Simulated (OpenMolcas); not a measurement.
# What dynamic correlation does to the levels of neutral bismuth

- Program: OpenMolcas 26.06
- Basis: ANO-RCC [11s10p9d6f4g]
- Scalar Hamiltonian: DKH2, point nucleus
- Active space: 5 electrons in 8 orbitals (6s 6p 7s 7p)
- State averaging: 2S+1 = 4 odd, 1 root; 2S+1 = 2 odd, 8 roots
- Spin-orbit coupling: RASSI with atomic mean-field integrals over the reference wave functions, term energies averaged over their components

Methods on the same reference wave functions:
A. CASSCF
B. SS-CASPT2, IPEA 0.25 Eh, imaginary shift 0.1 Eh (closed shells correlated: 5d)

Energies in cm-1 above 6s2 6p3 4S* 3/2, the measured ground level; measured values from NIST Handbook of Basic Atomic Spectroscopic Data.

```csv
Level,A,B,Measured
6s2 6p3 4S* 3/2 [69 %],0.0,0.0,0.0
6s2 6p3 2D* 3/2 [66 %],11719,10100,11419
6s2 6p3 2D* 5/2,16589,14120,15438
6s2 6p3 2P* 1/2,21780,21190,21661
6s2 6p3 2P* 3/2 [65 %],30645,29630,33165
```

Deviations, from unrounded energies. A percentage is the sum of absolute deviations over the sum of measured energies, with the sign that they share, or ± where signs differ.

```json
{"Against measurement": "mean absolute deviation (cm-1)", "Levels": "4", "A": "1000", "B": "1700"}
{"Against measurement": "other terms of the ground configuration (%)", "Levels": "4", "A": "±5.0", "B": "-8.1"}
```

A lies closest to measurement on these levels. The largest miss of A in the table is 6s2 6p3 2P* 3/2 [65 %], by -2500 cm-1. The ranking rests on the paired levels alone, and a cruder setting can come out closer through cancelling errors.

From A to B the spin-free energies of the other terms of 6s2 6p3 shown, above 4S*, scale by factors of 0.77 to 0.94.

The lowest spin-free term lies below A's lowest term by 0.507 hartree in B.

CASPT2 does not keep the components of a term degenerate, so their means are used; among the terms shown or strongly mixed into the levels shown the widest spread is 150 cm-1 (6s2 6p3 2D*, B). Active for correlation alone: 7p 7s; no level in the range computed is led by a configuration that fills them, so any true level of that kind is missing. Spin-orbit splittings of 6p shells tend to come out small when the coupling is added on scalar orbitals. Computed and measured levels are paired by configuration, term and J; levels that our copy of the source lacks, or whose pairing is in doubt (as where it misses far off the trend of its configuration), stay unpaired and out of the deviations. Levels of configurations outside the active space are missing.

A share in square brackets marks a mixed level and gives the weight of the term that names it, the lowest over the columns. * marks odd parity.
